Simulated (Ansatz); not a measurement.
Two structures of CH₈AsB, singlet, reached by relaxing down either side of one saddle point (PBE0-D4/def2-TZVP). Energies are electronic, without zero-point energy. Ansatz 0.2.0; basis: def2-TZVPP and def2-QZVPP; cores frozen in the correlated methods. Filled d shells of the heavier atoms are correlated. The def2 sets are not built for correlating such inner shells, so the correlated values are less sure here. Extrapolation: Hartree–Fock as exp(−7.88 √X), correlation as X^−2.97. First:

```
11
angstrom
B 0.7354 -0.5357 -0.6134
C 1.1330 -0.7735 0.8779
H 1.2624 0.3301 -1.2558
H 0.0799 -1.3463 -1.2079
H -0.7527 0.5287 -0.1058
As -1.7719 1.2195 -1.0287
H 2.0319 -1.4092 0.8058
H 0.4094 -1.3397 1.4669
H 1.4385 0.1200 1.4252
H -1.6537 2.4974 -0.2074
H -2.9122 0.7086 -0.1568
```

Second:

```
11
angstrom
B -0.1012 0.0406 -1.5723
C 0.9728 -0.6532 1.4806
H 0.9673 0.5532 -1.7074
H -0.2255 -1.1400 -1.6882
H 0.0804 -0.0859 1.2125
As -1.7188 1.1820 -1.4611
H 1.4451 -1.0512 0.5822
H 0.6904 -1.4778 2.1345
H 1.6738 0.0021 1.9966
H -1.2367 2.2443 -0.4990
H -2.5478 0.3860 -0.4783
```

Which bonds change from the first to the second?

CH₅B ([BH2][CH3]) + AsH₃ → BAsH₄ ([BH2][AsH2]) + CH₄; bonds formed: B1–As6, C2–H5; bonds broken: B1–C2, H5–As6.

Give the saddle point's structure and its height above each. (An estimate is asked for; the value comes from the calculation.)

Computed: 63.0 kJ/mol above the first and 92.0 kJ/mol above the second (CCSD(T) at an estimated basis limit (MP2 extrapolated from triple and quadruple zeta, plus CCSD(T) − MP2 in triple zeta)).
```json
{"atom": "B1", "x (Å)": "0.3031", "y (Å)": "-0.2346", "z (Å)": "-0.7992"}
{"atom": "C2", "x (Å)": "0.8295", "y (Å)": "-0.5600", "z (Å)": "0.8552"}
{"atom": "H3", "x (Å)": "1.1599", "y (Å)": "0.4275", "z (Å)": "-1.3035"}
{"atom": "H4", "x (Å)": "-0.0418", "y (Å)": "-1.2818", "z (Å)": "-1.2587"}
{"atom": "H5", "x (Å)": "-0.2566", "y (Å)": "0.1859", "z (Å)": "0.2615"}
{"atom": "As6", "x (Å)": "-1.4541", "y (Å)": "0.9935", "z (Å)": "-1.0586"}
{"atom": "H7", "x (Å)": "1.6831", "y (Å)": "-1.1792", "z (Å)": "0.5807"}
{"atom": "H8", "x (Å)": "0.1539", "y (Å)": "-1.1556", "z (Å)": "1.4703"}
{"atom": "H9", "x (Å)": "1.1913", "y (Å)": "0.2990", "z (Å)": "1.4213"}
{"atom": "H10", "x (Å)": "-1.1527", "y (Å)": "2.1507", "z (Å)": "-0.1096"}
{"atom": "H11", "x (Å)": "-2.4155", "y (Å)": "0.3546", "z (Å)": "-0.0594"}
```

The T1 diagnostic stays at or below 0.013. The start structure is not quite a true minimum (one mode of 81i cm⁻¹).

Labels in which every atom is bracketed show which atoms are joined, not bond orders.

For scale, one of the runs: CCSD(T)/def2-TZVPP, 222 basis functions, launched by `ansatz run in.yaml --threads 4 --pin off --events-out ev --progress --plain --max-ram 9574MiB`. Hardware: 4 CPU threads of an Arm Neoverse V2, shared host. Wall time 81 s; peak host memory 3.5 GiB.
